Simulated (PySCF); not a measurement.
C4H6Se.
Atom-mapped SMILES: `[Se:1]=[CH:2][CH:3]1[CH2:4][CH2:5]1` (hydrogens: H6 on C2; H7 on C3; H8, H9 on C4; H10, H11 on C5)

Computed, not measured: core-valence-separated Tamm–Dancoff BHandHLYP/aug-pcX-1 (pcseg-1 on H, def2-SVPD on Se) in PySCF, non-relativistic, gas phase, PBE0-D3(BJ)/def2-SVP geometry. No empirical shift is added; at this level the pattern usually sits a few eV under experiment.

Task: List the carbon K-edge absorption lines.

Result: 
```tsv
E (eV)	f	core hole on	main final orbital	polarisation
281.79	0.0754	C2	LUMO (91 %)	normal to the local trigonal plane
283.92	0.0007	C3	LUMO (98 %)	–
284.41	0.0400	C4/C5	LUMO (2 roots, f summed)	–
286.19	0.0225	C4/C5	LUMO+1 (2 roots, f summed)	–
286.39	0.0005	C4/C5	LUMO+2 (58 %)	–
286.42	0.0684	C3 + C4/C5	LUMO+2 (2 roots, f summed)	–
287.07	0.0165	C4/C5	LUMO+3 (2 roots, f summed)	–
287.20	0.0532	C3	LUMO+22 (39 %)	–
287.26	0.0024	C3	LUMO+1 (75 %)	–
287.48	0.0084	C4/C5	LUMO+4 (2 roots, f summed)	–
287.52	0.0075	C3	LUMO+4 (63 %)	–
287.54	0.0199	C2	spread	in the local trigonal plane
287.60	0.0000	C3	LUMO+3 (92 %)	–
```

The first line with a tenth or more of the strongest one's intensity is at 281.79 eV (f = 0.075), with the hole on C2 (carbon bonded to C, Se and H), polarised normal to the local trigonal plane: a 1s→π* resonance. It is also the strongest listed.

Roots within 0.03 eV whose holes lie on the same, on equivalent or on shared atoms are summed into one line, and the highest roots are left out, as the search may have cut off their partners. Final orbitals are the ground state's empty Kohn–Sham orbitals. A dash: too weak, shared between unlike atoms, or no plane or axis to refer to.

Task: What is the summed oscillator strength of the listed C K lines, and their intensity-weighted mean energy?

Result: Σf = 0.315 over 13 lines from 281.79 to 287.60 eV; the weighted mean is 285.33 eV. The strongest line holds 24 % of the sum.

The ionisation thresholds weren't computed; near and above them a finite basis only mimics Rydberg series and continuum. Relativistic effects, spin–orbit coupling among them, are left out although an element past zinc is present.

The values belong to the conformer `[Se:1]=[CH:2][CH:3]1[CH2:4][CH2:5]1`: Se1–C2–C3–C4 146°.
